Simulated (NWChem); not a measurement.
Species: C2H2N2O; SMILES o1cnnc1

```xyz
7

C      0.0000    -1.0460     0.2605
N      0.0000    -0.6881    -0.9758
N      0.0000     0.6881    -0.9758
C      0.0000     1.0460     0.2605
O      0.0000     0.0000     1.1056
H      0.0000    -2.0507     0.6770
H      0.0000     2.0507     0.6770
```
Atoms are numbered in this order, from 1.

Level: PBE0/def2-SVP (NWChem), optimised geometry, unscaled harmonic frequencies. 

| frequency (cm⁻¹) | IR intensity (km/mol) |
|---|---|
| 664 | 36.7 |
| 693 | 0.0 |
| 850 | 0.0 |
| 876 | 15.7 |
| 972 | 2.2 |
| 980 | 34.6 |
| 1073 | 7.2 |
| 1141 | 33.8 |
| 1168 | 37.5 |
| 1237 | 4.9 |
| 1333 | 0.1 |
| 1590 | 5.0 |
| 1605 | 50.8 |
| 3315 | 6.1 |
| 3321 | 1.0 |

```yaml
zero_point_energy: 29.7 kcal/mol
thermal correction to the enthalpy at 298.15 K (with zero-point energy): 32.5 kcal/mol
heat capacity Cv: 10.8 cal/(mol K)
entropy at 298.15 K and 1 atm (symmetry number 2): 62.5 cal/(mol K)
dipole_moment: 3.20 D
```

Rigid rotor and harmonic oscillator.
